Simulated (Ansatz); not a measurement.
Ansatz (a quantum-chemistry and plane-wave program) input (CCSD(T)/def2-SVPD):

Ansatz 0.2 input:
```yaml
crystal:
  periodic: [false, false, false]
  atoms:
    - {symbol: Mg, position_ang: [0.00000000, 0.00000000, 0.00000000]}
    - {symbol: Cl, position_ang: [0.00000000, 0.00000000, 2.24671056]}
    - {symbol: Cl, position_ang: [-0.00000000, -0.00000000, -2.24671056]}
basis:
  gaussian:
    orbitals: def2-SVPD
total_charge: 1
magnetization: {spin_polarized: true, initial_magnetization: 1}
correlation: {method: ccsd_t, electrons: outside_noble_gas}
output: {forces: true}
```

End of the output:

```
mean field evaluation 384: about -30419.3295 eV, gradient 5.5e-4 eV
mean field evaluation 416: about -30419.3294 eV, gradient 4.1e-2 eV
mean field evaluation 448: about -30422.4204 eV, gradient 1.5e-2 eV
mean field evaluation 480: about -30420.9316 eV, gradient 3.3e-1 eV
mean field evaluation 512: about -30422.4085 eV, gradient 1.1e0 eV
mean field evaluation 544: about -30422.4196 eV, gradient 2.8e-1 eV
mean field evaluation 576: about -30420.9331 eV, gradient 2.9e-2 eV
mean field evaluation 608: about -30422.6411 eV, gradient 7.1e-2 eV
mean field evaluation 640: about -30421.6838 eV, gradient 3.1e0 eV
mean field evaluation 672: about -30419.3273 eV, gradient 2.3e-2 eV
mean field evaluation 704: about -30422.4205 eV, gradient 3.3e-3 eV
mean field evaluation 736: about -30423.3061 eV, gradient 7.0e-2 eV
mean field evaluation 768: about -30422.1216 eV, gradient 6.2e-3 eV
mean field evaluation 800: about -30419.3996 eV, gradient 5.7e-1 eV
mean field evaluation 832: about -30419.3295 eV, gradient 2.0e-4 eV
mean field -30423.30641468 eV, -1118.0358890817 hartree, gradient 4.3e-6 eV, S^2 0.757243; 18 other end points of the search recorded, 0 dependent functions left out
determinant -30423.30641468 eV, -1118.0358890817 hartree, with singles and doubles -30431.69645226 eV, -1118.3442172758 hartree
determinant -30422.64118717 eV, -1118.0114424216 hartree, with singles and doubles -30431.60516853 eV, -1118.3408626605 hartree
determinant -30422.42045213 eV, -1118.0033305587 hartree, with singles and doubles -30431.44670607 eV, -1118.3350392727 hartree
determinant -30422.12161786 eV, -1117.9923486018 hartree, with singles and doubles -30430.67824525 eV, -1118.3067988586 hartree
determinant -30421.89229685 eV, -1117.9839212101 hartree, with singles and doubles -30430.76721849 eV, -1118.3100685645 hartree
determinant -30420.93310893 eV, -1117.9486717042 hartree, with singles and doubles -30430.00474551 eV, -1118.2820481994 hartree
determinant -30423.30641468 eV, -1118.0358890817 hartree, with singles and doubles -30431.71229922 eV, -1118.3447996410 hartree
determinant -30422.64118717 eV, -1118.0114424216 hartree, with singles and doubles -30431.61982870 eV, -1118.3414014121 hartree
determinant -30423.30641468 eV, -1118.0358890817 hartree, with singles and doubles -30431.71650773 eV, -1118.3449543008 hartree
determinant -30422.64118717 eV, -1118.0114424216 hartree, with singles and doubles -30431.62852214 eV, -1118.3417208899 hartree
determinant -30422.42045213 eV, -1118.0033305587 hartree, with singles and doubles -30431.45721951 eV, -1118.3354256344 hartree
15 core orbitals not correlated
reference -30423.30641468 eV, -1118.0358890817 hartree; 8, 7 occupied and 52, 53 virtual orbitals, 651 factors
densities: 0.33 GiB planned
second order -7.58184731 eV of doubles, -0.00000000 eV of singles
coupled cluster: 0.26 GiB planned
cycle   1  -8.41009529 eV  change   -2.2e-6 eV  update   2.5e-6
cycle   2  -8.41009562 eV  change   -3.3e-7 eV  update   1.6e-6
cycle   3  -8.41009616 eV  change   -5.4e-7 eV  update   1.1e-6
cycle   4  -8.41009616 eV  change   7.1e-10 eV  update   2.8e-7
perturbative correction -0.19366879 eV, -0.0071171966 hartree
the calculation of the forces begins
WARN: the results are in doubt because the forces break the atoms' symmetry
Total energy: -30431.91017963 eV, -1118.3520716117 hartree
Atom 0 at     0.000000     0.000000     0.000000 Å, force    -0.000000    -0.000000     2.832086 eV/Å
Atom 1 at     0.000000     0.000000     2.246711 Å, force    -0.000000    -0.000000    -0.788007 eV/Å
Atom 2 at    -0.000000    -0.000000    -2.246711 Å, force     0.000000     0.000000    -2.044079 eV/Å
Dipole moment:     0.000000     0.000000    -1.520269 e Å
In doubt: the forces break the atoms' symmetry
```

The program attaches cautions to this result: asymmetric forces.
